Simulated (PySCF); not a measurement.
PySCF 2.14 output of an unrestricted PW91 calculation on a single atom or ion in x2c-TZVPPall with one added diffuse shell each of s, p, d, f type (12s8p8d5f2g, 129 functions), with scalar relativity by spin-free X2C-1e:

```
SCF conv_tol = 1e-09
number electrons alpha = 35  beta = 29
    J. P. Perdew. In P. Ziesche and H. Eschrig, editors, Proceedings of the 75. WE-Heraeus-Seminar and 21st Annual International Symposium on Electronic Structure of Solids, 11. Berlin, 1991. Akademie Verlag.
    J. P. Perdew, J. A. Chevary, S. H. Vosko, K. A. Jackson, M. R. Pederson, D. J. Singh, and C. Fiolhais.,  Phys. Rev. B 46, 6671 (1992)
    J. P. Perdew, J. A. Chevary, S. H. Vosko, K. A. Jackson, M. R. Pederson, D. J. Singh, and C. Fiolhais.,  Phys. Rev. B 48, 4978 (1993)
    J. P. Perdew. In P. Ziesche and H. Eschrig, editors, Proceedings of the 75. WE-Heraeus-Seminar and 21st Annual International Symposium on Electronic Structure of Solids, 11. Berlin, 1991. Akademie Verlag.
    J. P. Perdew, J. A. Chevary, S. H. Vosko, K. A. Jackson, M. R. Pederson, D. J. Singh, and C. Fiolhais.,  Phys. Rev. B 46, 6671 (1992)
    J. P. Perdew, J. A. Chevary, S. H. Vosko, K. A. Jackson, M. R. Pederson, D. J. Singh, and C. Fiolhais.,  Phys. Rev. B 48, 4978 (1993)
cycle= 1 E= -12157.0666854808  delta_E= -0.0305  |g|= 0.375  |ddm|= 0.384
cycle= 2 E= -12157.0394151926  delta_E= 0.0273  |g|= 0.678  |ddm|= 0.377
cycle= 3 E= -12157.0805170604  delta_E= -0.0411  |g|= 0.0192  |ddm|= 0.227
cycle= 4 E= -12157.0805651097  delta_E= -4.8e-05  |g|= 0.00146  |ddm|= 0.0113
cycle= 5 E= -12157.0805654249  delta_E= -3.15e-07  |g|= 0.000181  |ddm|= 0.00123
cycle= 6 E= -12157.0805654308  delta_E= -6e-09  |g|= 9.75e-06  |ddm|= 0.000154
cycle= 7 E= -12157.0805654309  delta_E= -4.73e-11  |g|= 1.03e-06  |ddm|= 1.85e-05
converged SCF energy = -12157.0805654309  <S^2> = 12.002343  2S+1 = 7.0006693
```

The run itself started from symmetry-adapted Hartree-Fock orbitals and held the occupation by maximum overlap, on a logarithmic radial grid, so the iterations belong to that start.

Which element, charge and spin multiplicity is this?

Dy²⁺ (dysprosium, charge +2), multiplicity 7; the state was [Xe] 4f9 6p1, one real determinant (an excited configuration).

⟨L²⟩ = 26.02 against 42 for a pure I term, so this real determinant mixes terms. Spin-orbit coupling, absent here, splits the open shell strongly.
